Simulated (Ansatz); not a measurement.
Consider the ligand exchange at the Si–N bond: `C=N[SiH2][GeH3]` + H–F → `F[SiH2][GeH3]` + `C=N`.

Computed with Ansatz on PBE0-D4/def2-TZVP structures; ΔE is electronic, products minus reactants. CCSD(T)/CBS is the MP2 limit (def2-TZVPP, def2-QZVPP) plus CCSD(T) − MP2 in def2-TZVPP, frozen cores. This one scheme is used for every species. Functionals use def2-TZVPP. For Ge outer-core shells are correlated without core-valence functions, which leaves a few kJ/mol of doubt a bond. Scalar relativity is left out up to krypton. One conformer a species, not always the lowest.

`C=N[SiH2][GeH3]`:

```xyz
11

C    -0.096   -2.236   -0.686
N    -0.742   -1.183   -0.448
Si   -0.151    0.425   -0.779
Ge    0.107    1.545    1.304
H     0.903   -2.260   -1.150
H    -0.522   -3.214   -0.432
H     1.149    0.408   -1.520
H    -1.169    1.117   -1.610
H    -1.227    1.616    2.062
H     1.130    0.804    2.182
H     0.618    2.979    1.078
```

H–F:

Cartesian coordinates in Å:
```
F -0.378 0.140 0.222
H 0.378 -0.140 -0.222
```

`F[SiH2][GeH3]`:

Cartesian coordinates in Å:
```
F 0.675 -0.650 -2.084
Si 0.982 0.039 -0.667
Ge -0.971 -0.025 0.692
H 2.102 -0.705 -0.035
H 1.411 1.438 -0.927
H -2.125 0.744 0.031
H -0.658 0.632 2.047
H -1.417 -1.473 0.943
```

`C=N`:

```xyz
5

C    -0.152   -0.125    0.337
N     0.070   -0.232   -0.899
H     0.195    0.702    0.967
H    -0.732   -0.903    0.837
H     0.619    0.557   -1.242
```

| level | ΔE (kJ/mol) |
| --- | --- |
| PBE0-D4 | -81.3 |
| MP2/def2-TZVPP | -81.2 |

What does CCSD(T)/CBS give? (Best estimate.)

Computed: -85.9 kJ/mol. The listed levels differ from it by 4.6, 4.7 kJ/mol.

Largest T1 diagnostic among the species: 0.013.

In def2-TZVPP, CCSD(T) changes the Hartree–Fock value by +18.3 kJ/mol (the triples alone add +3.5 kJ/mol) and MP2 by +23.9 kJ/mol. The D4 term adds +9.3 kJ/mol with B3LYP and +5.2 kJ/mol with PBE0; it sums over pairs of atoms, weighted by their polarisabilities, and B3LYP, whose exchange is more repulsive, gets the larger term.

B3LYP here is the variant with VWN-RPA as its local correlation; programs differ in this.
